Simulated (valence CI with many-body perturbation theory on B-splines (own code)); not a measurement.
**Tl LI: electric-dipole lines**

Computed by configuration interaction combined with many-body perturbation theory (CI+MBPT): three valence electrons over a frozen Dirac-Fock core [Ar] 3d10, a basis of 11 s, 11 p, 10 d, 8 f, 5 g, 2 h functions for each j, with the one-electron correlation potential Σ1, the two-electron term Σ2, the three-electron term Σ3, Breit, model QED; selected CI, second order for the rest, scaled by the run's own slope (own B-spline code, finite nucleus).

No measured spectrum was set against this ion. As an estimate, large intervals hold to a few tenths of a per cent, small ones and those within an open d or f shell to about a per cent.

Lines 151 to 200 of 548 in falling wavelength, among levels below 1066.1 eV, chosen from the strongest by gf and those to the six lowest levels. Wavelengths and rates use the calculated energies. Electric multipoles are in the length gauge with retardation, E1 and E2 with the static RPA response of the core. Weak lines are less certain than strong ones. Lines between different terms over intervals too small for the method are left out, as are lines whose strength nearly cancels. The highest levels of a list are the least certain.

Levels are named by their leading jj configuration (3d3/2^4 stands for four electrons in 3d with j = 3/2), which in mixed levels can hold well under half, so a name can repeat and another be missing. Letters in brackets count levels of one name in rising energy.

| λ vac (nm) | Upper | Lower | A (s⁻¹) | log gf | Branch % |
| --- | --- | --- | --- | --- | --- |
| 5.791 | (4p1/2^2 4d5/2) J=5/2 | (4p1/2^2 4p3/2) J=3/2 | 3.20e+11 | -0.01 | 69.7 |
| 5.787 | (4s 4p3/2 4d5/2) J=5/2 [a] | (4s 4p3/2^2) J=5/2 | 3.05e+11 | -0.04 | 46.5 |
| 5.786 | (4p1/2 4d3/2 4d5/2) J=3/2 [a] | (4p1/2 4p3/2 4d3/2) J=3/2 [a] | 2.49e+11 | -0.30 | 42.6 |
| 5.785 | (4s 4d5/2 4f5/2) J=7/2 [a] | (4s 4p3/2 4f5/2) J=5/2 [a] | 2.26e+11 | -0.04 | 22.2 |
| 5.784 | (4s 4d5/2 4f7/2) J=9/2 | (4s 4p3/2 4f7/2) J=7/2 [a] | 1.75e+11 | -0.06 | 22.8 |
| 5.782 | (4p1/2 4d5/2^2) J=7/2 | (4p1/2 4p3/2 4d5/2) J=7/2 [b] | 7.76e+10 | -0.51 | 4.9 |
| 5.779 | (4s 4d5/2 4f5/2) J=11/2 | (4s 4p3/2 4f7/2) J=11/2 | 6.07e+10 | -0.44 | 7.0 |
| 5.772 | (4p1/2 4d3/2 4d5/2) J=3/2 [b] | (4p1/2 4p3/2 4d3/2) J=3/2 [b] | 1.34e+11 | -0.57 | 5.8 |
| 5.770 | (4s 4d5/2 4f5/2) J=9/2 | (4s 4p3/2 4f5/2) J=7/2 | 4.09e+11 | 0.31 | 46.8 |
| 5.768 | (4p1/2 4d5/2^2) J=1/2 | (4p1/2 4p3/2 4d5/2) J=3/2 [b] | 6.38e+11 | -0.20 | 69.3 |
| 5.763 | (4p1/2 4p3/2 4d5/2) J=3/2 [b] | (4p1/2 4p3/2^2) J=1/2 | 3.67e+11 | -0.14 | 29.4 |
| 5.751 | (4s 4d5/2 4f5/2) J=5/2 [a] | (4s 4p3/2 4f5/2) J=5/2 [a] | 1.09e+11 | -0.49 | 10.7 |
| 5.748 | (4s 4p3/2 4f7/2) J=7/2 [b] | (4s 4p3/2 4d5/2) J=5/2 [a] | 8.22e+10 | -0.49 | 5.1 |
| 5.744 | (4p1/2 4p3/2 4d5/2) J=1/2 | (4p1/2 4p3/2^2) J=1/2 | 5.54e+11 | -0.26 | 46.5 |
| 5.739 | (4s 4d5/2 4f7/2) J=7/2 | (4s 4p3/2 4f7/2) J=5/2 [a] | 9.51e+10 | -0.43 | 12.2 |
| 5.737 | (4p1/2 4d3/2 4d5/2) J=1/2 | (4p1/2 4p3/2 4d3/2) J=1/2 [a] | 4.01e+11 | -0.40 | 65.2 |
| 5.736 | (4s 4d3/2 4d5/2) J=5/2 [a] | (4s 4p3/2 4d3/2) J=5/2 [a] | 1.10e+11 | -0.49 | 6.4 |
| 5.735 | (4s 4p3/2 4f5/2) J=3/2 [a] | (4s 4p3/2 4d3/2) J=3/2 [b] | 1.74e+11 | -0.46 | 14.2 |
| 5.731 | (4s 4d3/2 4d5/2) J=5/2 [a] | (4s 4p3/2 4d3/2) J=3/2 [a] | 1.28e+11 | -0.42 | 7.4 |
| 5.715 | (4s 4p3/2 4d5/2) J=1/2 | (4s 4p3/2^2) J=1/2 | 5.96e+11 | -0.23 | 73.0 |
| 5.708 | (4s 4p1/2 4d5/2) J=7/2 | (4s 4p1/2 4p3/2) J=5/2 | 3.47e+11 | 0.13 | 93.9 |
| 5.698 | (4s^2 4d5/2) J=5/2 | (4s^2 4p3/2) J=3/2 | 4.17e+11 | 0.09 | 100.0 |
| 5.694 | (4s 4d5/2 4f5/2) J=11/2 | (4s 4p3/2 4f7/2) J=9/2 [a] | 1.81e+11 | 0.02 | 21.0 |
| 5.686 | (4s 4p3/2 4f5/2) J=9/2 | (4s 4p3/2 4d5/2) J=9/2 | 1.23e+11 | -0.22 | 10.7 |
| 5.673 | (4s 4d5/2 4f7/2) J=9/2 | (4s 4p3/2 4f7/2) J=9/2 [a] | 3.24e+11 | 0.19 | 42.2 |
| 5.669 | (4s 4d5/2^2) J=7/2 [a] | (4s 4p3/2 4d5/2) J=5/2 [a] | 6.12e+10 | -0.63 | 4.5 |
| 5.667 | (4s 4d5/2 4f5/2) J=7/2 [a] | (4s 4d3/2 4d5/2) J=5/2 [b] | 2.43e+11 | -0.03 | 23.8 |
| 5.652 | (4p3/2^2 4d5/2) J=3/2 | (4p3/2^3) J=3/2 | 8.57e+11 | 0.22 | 29.8 |
| 5.645 | (4s 4d5/2 4f7/2) J=5/2 | (4s 4p3/2 4f7/2) J=5/2 [a] | 1.88e+11 | -0.27 | 20.3 |
| 5.643 | (4s 4d5/2 4f5/2) J=7/2 [b] | (4s 4p3/2 4f5/2) J=5/2 [a] | 1.43e+11 | -0.26 | 14.1 |
| 5.640 | (4s 4d3/2 4d5/2) J=3/2 [a] | (4s 4p3/2 4d3/2) J=1/2 [a] | 2.54e+11 | -0.31 | 12.7 |
| 5.639 | (4p1/2 4p3/2 4d5/2) J=7/2 [b] | (4p1/2 4p3/2^2) J=5/2 | 7.17e+11 | 0.44 | 54.3 |
| 5.637 | (4s 4d3/2 4d5/2) J=3/2 [a] | (4s 4p3/2 4d3/2) J=3/2 [a] | 1.70e+11 | -0.49 | 8.5 |
| 5.626 | (4s 4d5/2^2) J=5/2 | (4s 4p3/2 4d5/2) J=5/2 [a] | 3.55e+11 | 0.00 | 26.8 |
| 5.626 | (4s 4p1/2 4d5/2) J=5/2 [a] | (4s 4p1/2 4p3/2) J=3/2 [a] | 4.61e+11 | 0.12 | 95.5 |
| 5.623 | (4s 4d5/2 4f7/2) J=7/2 | (4s 4p3/2 4f7/2) J=7/2 [a] | 1.62e+11 | -0.21 | 20.7 |
| 5.614 | (4s 4d5/2 4f5/2) J=1/2 | (4s 4p3/2 4f5/2) J=1/2 | 3.87e+11 | -0.44 | 38.4 |
| 5.609 | (4s 4d5/2 4f5/2) J=5/2 [a] | (4s 4d3/2 4d5/2) J=3/2 [b] | 9.74e+10 | -0.56 | 9.5 |
| 5.606 | (4s 4d5/2^2) J=9/2 | (4s 4p3/2 4d5/2) J=7/2 [a] | 4.49e+11 | 0.33 | 32.4 |
| 5.606 | (4s 4d5/2 4f5/2) J=5/2 [b] | (4s 4p3/2 4f5/2) J=3/2 [a] | 1.82e+11 | -0.29 | 19.5 |
| 5.605 | (4s 4d5/2 4f5/2) J=9/2 | (4s 4d3/2 4d5/2) J=7/2 [b] | 9.71e+10 | -0.34 | 11.1 |
| 5.604 | (4p1/2 4p3/2 4d5/2) J=5/2 [b] | (4p1/2 4p3/2^2) J=5/2 | 1.22e+11 | -0.46 | 6.6 |
| 5.603 | (4s 4p3/2 4d5/2) J=3/2 [b] | (4s 4p3/2^2) J=1/2 | 4.56e+11 | -0.07 | 25.9 |
| 5.602 | (4s 4d5/2^2) J=7/2 [b] | (4s 4p3/2 4d5/2) J=7/2 [b] | 1.14e+11 | -0.37 | 7.2 |
| 5.601 | (4s 4p3/2 4d5/2) J=7/2 [a] | (4s 4p3/2^2) J=5/2 | 3.45e+11 | 0.11 | 45.5 |
| 5.600 | (4s 4p3/2 4d5/2) J=5/2 [b] | (4s 4p3/2^2) J=3/2 | 9.24e+11 | 0.42 | 43.5 |
| 5.599 | (4s 4p1/2 4f5/2) J=5/2 [b] | (4s 4p1/2 4d3/2) J=3/2 [b] | 1.61e+11 | -0.34 | 40.4 |
| 5.590 | (4p1/2 4p3/2 4f5/2) J=5/2 [b] | (4p1/2 4p3/2 4d3/2) J=3/2 [b] | 3.63e+11 | 0.01 | 26.7 |
| 5.583 | (4s 4d5/2 4f5/2) J=7/2 [b] | (4s 4p3/2 4f5/2) J=7/2 | 1.47e+11 | -0.26 | 14.5 |
| 5.580 | (4p1/2 4p3/2 4d5/2) J=5/2 [b] | (4p1/2 4p3/2^2) J=3/2 | 9.29e+11 | 0.42 | 50.0 |
